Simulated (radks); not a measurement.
Results of a calculation; reference values are marked as such.
The tin anion Sn4-, [Xe], held by a Watson sphere: a shell of charge +4 at radius R that stands for the Madelung well of a crystal (potential energy -4/R inside, -4/r outside, in hartree with lengths in bohr). Code: a radial shooting solver on a logarithmic mesh with Libxc functionals. Model: scalar-relativistic Kohn-Sham, PBEsol, spin-polarised, spherical densities, finite nucleus; Fermi nuclear charge, rms radius of each element as measured or else 0.836 A^(1/3) + 0.57 fm. Response by self-consistent Sternheimer equations with the Hartree and adiabatic LDA kernel, the relativistic mass of each level held fixed and spin-orbit coupling left out. The sphere does not respond.

R (bohr),e(4d) (eV),e(5s) (eV),e(5p) (eV),<r> 5p (bohr),sum of <r^2> (bohr^2),X-ray form factor at sin(theta)/lambda = 0.1 1/angstrom,alpha (bohr^3)
2.4,-27.381,-14.619,-7.169,2.803,90.05,48.598,48.58
2.99,-24.994,-12.563,-6.236,3.107,104.0,48.061,71.84
3.16,-24.600,-12.063,-5.964,3.199,108.5,47.911,80.85
3.63,-23.883,-10.893,-5.259,3.456,121.5,47.520,112.3
5.19,-23.109,-8.728,-3.565,4.347,172.7,46.568,315.7
5.5,-23.068,-8.520,-3.338,4.529,184.6,46.447,380.3
5.86,-23.042,-8.339,-3.110,4.740,199.1,46.334,467.2
